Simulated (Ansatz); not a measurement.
C₄H₇O, doublet, at a GFN2-xTB geometry; PBE/def2-TZVPP (Ansatz, a quantum-chemistry and plane-wave program).

Input for Ansatz:
Ansatz 0.2 input:
```yaml
crystal:
  periodic: [false, false, false]
  atoms:
    - {symbol: C, position_ang: [0.39615140, -1.17435019, -0.08488802]}
    - {symbol: C, position_ang: [1.24097810, -0.03210821, 0.32662047]}
    - {symbol: C, position_ang: [0.19419249, 1.08466725, 0.46820673]}
    - {symbol: O, position_ang: [-0.88767801, 0.72850739, -0.37076340]}
    - {symbol: C, position_ang: [-0.95889722, -0.68402581, -0.41439081]}
    - {symbol: H, position_ang: [0.71474834, -2.19101429, -0.17726762]}
    - {symbol: H, position_ang: [1.78917659, -0.20931134, 1.25589251]}
    - {symbol: H, position_ang: [1.98423700, 0.21871540, -0.44345930]}
    - {symbol: H, position_ang: [0.54855254, 2.06541774, 0.14884975]}
    - {symbol: H, position_ang: [-0.14825554, 1.15023996, 1.51220609]}
    - {symbol: H, position_ang: [-1.30758986, -0.97637199, -1.41435287]}
    - {symbol: H, position_ang: [-1.71399345, -1.05083300, 0.31094843]}
basis:
  gaussian:
    orbitals: def2-TZVPP
hamiltonian:
  xc: pbe
magnetization: {spin_polarized: true, initial_magnetization: 1}
```

Problem. Write the output that Ansatz gives for this input, abridged.

Solution. 
```
Functional definition: PBE
1284 factors; their error is unknown
mean field evaluation 1: about -6289.3926 eV, gradient 5.1e1 eV
mean field evaluation 2: about -6265.3358 eV, gradient 8.7e1 eV
mean field evaluation 4: about -6301.4079 eV, gradient 8.8e0 eV
mean field evaluation 8: about -6301.6632 eV, gradient 3.7e-1 eV
mean field evaluation 16: about -6301.6213 eV, gradient 1.2e-2 eV
mean field -6301.62131453 eV, -231.5803119167 hartree, gradient 4.9e-5 eV, S^2 0.753721; 0 other end points of the search recorded, 0 dependent functions left out
reference -6301.62135937 eV, -231.5803135644 hartree; 20, 19 occupied and 233, 234 virtual orbitals, 1284 factors
Total energy: -6301.62135937 eV, -231.5803135644 hartree
```
